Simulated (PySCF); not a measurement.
The same groups moved round the core (butadiene methyl+boryl). Isolated molecules, 0 K electronic values unless said otherwise. One relaxed conformer stands for each flexible species; it need not be the lowest. Strings in code marks are SMILES.

The four lowest singlet excitations (Tamm–Dancoff). Calculation: PBE-D3(BJ)/def2-TZVP // CAM-B3LYP-D3(BJ)/def2-TZVP run with PySCF 2.14.0. Excitations are Tamm–Dancoff values on a coarser integration grid. The basis has no diffuse functions, so Rydberg states are missing or too high.

```tsv
state	energy (eV)	wavelength (nm)	oscillator strength
S1	4.27	291	0.000
S2	4.50	276	0.364
S3	4.73	262	0.002
S4	5.56	223	0.332
```

Problem. Identify which member gives these states.
A. `B/C=C/C=C/C`
B. `B/C(C=C)=C/C`
C. `B/C=C(/C)C=C`
D. `B/C=C(\C)C=C`

Solution. C, `B/C=C(/C)C=C`
